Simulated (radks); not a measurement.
The numbers below are computed, except where a source is named.
The vanadium ion V+, configuration [Ar] 3d4 (the NIST ground configuration).

Level of theory: Dirac Kohn-Sham, exchange-only B88, spin-unpolarised, spherical densities, point nucleus; open shells are shared between the two j in proportion to 2j + 1 (a radial shooting solver on a logarithmic mesh with Libxc functionals).

Energy parts (Ry):
| part | energy |
|---|---|
| total | -1896.08814 |
| kinetic | 1918.10123 |
| electron-nucleus | -4513.59425 |
| Hartree | 788.27038 |
| exchange | -88.86550 |

Orbitals (lengths in bohr, moments of r in powers of bohr; <r^-3> diverges for s and p1/2):
orbital  occ.  eigenvalue (Ry)   <1/r>       <r^4>  <r^-3>      <r>
1s1/2       2        -394.5529   22.84  0.00009064       -  0.06643
2s1/2       2        -44.39854   4.812     0.02218       -   0.3081
2p1/2       2        -37.45604   4.751     0.01719       -   0.2721
2p3/2       4        -36.93318   4.685     0.01779   305.2   0.2749
3s1/2       2         -5.30937   1.479       1.825       -   0.9552
3p1/2       2         -3.44278   1.347       2.749       -    1.024
3p3/2       4         -3.38278   1.333       2.849   35.25    1.033
4s1/2       0         -0.66475  0.3998       235.2       -    3.243
3d3/2     1.6         -0.60802  0.8994       34.61   2.265    1.578
3d5/2     2.4         -0.60379  0.8954       35.34   2.231    1.586
4p1/2       0         -0.40466  0.3066       676.8       -    4.178
4p3/2       0         -0.40159  0.3043       693.9   1.818    4.206

The highest occupied level is 3d5/2 at -8.215 eV. The configuration is held as typed, so some empty levels lie below it. The density falls to 0.001 e/bohr^3 at r = 3.74 bohr.
